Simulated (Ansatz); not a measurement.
`CB/C=C/Br`. The species carries charge 0 and has multiplicity 1. The structure was optimised at the PBE0-D4/def2-TZVP level. It is one conformer, not always the lowest.

```xyz
11

C    -0.994   -0.324    1.208
B    -0.105    0.793    0.580
C     0.751    0.641   -0.698
C     0.786   -0.509   -1.369
Br    1.789   -0.799   -2.927
H    -0.690   -0.482    2.250
H    -2.027    0.038    1.275
H    -1.006   -1.293    0.706
H    -0.082    1.860    1.131
H     1.344    1.470   -1.076
H     0.234   -1.394   -1.078
```

**Question.** What is the dipole moment at r2SCAN/def2-TZVPP? (Best estimate.)

**Answer.** Ansatz gave: 0.85 D, with components (-0.52, -0.50, 0.45) D in this frame, pointing from negative to positive charge.

**Question.** And with PBE, B3LYP, ωB97M-V? (Best estimate.)

**Answer.** Computed: PBE 0.76 D, B3LYP 0.81 D, ωB97M-V 0.93 D.

**Question.** Give the Mulliken charges with r2SCAN, ωB97M-V, B3LYP in def2-TZVPP. (An estimate is asked.)

**Answer.** Ansatz gave: 
```
atom  r2SCAN  ωB97M-V  B3LYP
  C1   -0.22    -0.34  -0.30
  B2    0.09    -0.02   0.03
  C3   -0.22    -0.19  -0.20
  C4    0.04    -0.05  -0.01
 Br5   -0.04    -0.02  -0.03
  H6    0.07     0.11   0.10
  H7    0.07     0.11   0.10
  H8    0.04     0.09   0.07
  H9   -0.02     0.06   0.01
 H10    0.09     0.11   0.11
 H11    0.11     0.13   0.13
```

B3LYP here is the variant with VWN-RPA as its local correlation; programs differ in this.
